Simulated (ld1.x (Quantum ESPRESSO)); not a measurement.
# Transferability test, ultrasoft potential for sulfur (S)

| Item | Value |
| --- | --- |
| Element | S |
| Generator | ld1.x (Quantum ESPRESSO) 7.5 |
| Type | ultrasoft |
| Functional | PBEsol |
| Relativity | non-relativistic |
| Frozen core | [Ne] |
| Valence charge | 6 |
| Reference configuration | 3s2 3p4 |
| Partial waves | 3s (bound): rcut 1.20, rcutus 1.50 bohr; 3s channel at -0.75 Ry: rcut 1.20, rcutus 1.50 bohr; 3p (bound): rcut 1.25, rcutus 1.60 bohr; 3p channel at 2.75 Ry: rcut 1.25, rcutus 1.60 bohr |
| Local potential | all-electron potential smoothed inside 1.50 bohr (lloc = -1) |
| Core correction | none |
| Augmentation charge | PSQ, inside the norm-conserving radii |

Energies are relative to the spin-unpolarised reference configuration 3s2 3p4; without spin polarisation the order of configurations can differ from experiment.

**Question.** Give the all-electron excitation energy and the error of the potential for: 3s2 3p3; 3s2 3p2; 3s2 3p1; 3s2 3p4.3; 3s2 3p0; 3s2 3p3.5; 3s0 3p6.

**Answer.**

```
valence configuration  charge  ΔE all-electron (eV)  error AE − PS (meV)
              3s2 3p3      +1                11.747                 +0.6
              3s2 3p2      +2                34.000                 +7.8
              3s2 3p1      +3                68.008                  +38
            3s2 3p4.3    -0.3                -1.704                  0.0
              3s2 3p0      +4               114.769                 +128
            3s2 3p3.5    +0.5                 4.650                 +0.1
              3s0 3p6       0                20.418                  +11
```

Levels in the configuration 3s2 3p3.5:

```tsv
level	all-electron (eV)	pseudo (eV)
3s	-22.058	-22.057
3p	-11.681	-11.680
```
